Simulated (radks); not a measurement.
Bi2+, configuration [Hg] 7d1 (not the ground configuration). Method: Dirac Kohn-Sham, PBE, spin-unpolarised, spherical densities, point nucleus; open shells fill j = l - 1/2 first; computed with a radial shooting solver on a logarithmic mesh with Libxc functionals.

X-ray form factor f0, the Fourier transform of the density (f0(0) = 81):

sin(theta)/lambda (1/angstrom)  f0 (electrons)
0.05                                    79.503
0.1                                     77.132
0.15                                    74.092
0.2                                     70.340
0.25                                    66.427
0.3                                     62.588
0.4                                     55.557
0.5                                     49.611
0.6                                     44.656
0.8                                     36.864
1                                       30.796
1.25                                    24.815
1.5                                     20.451
2                                       15.525
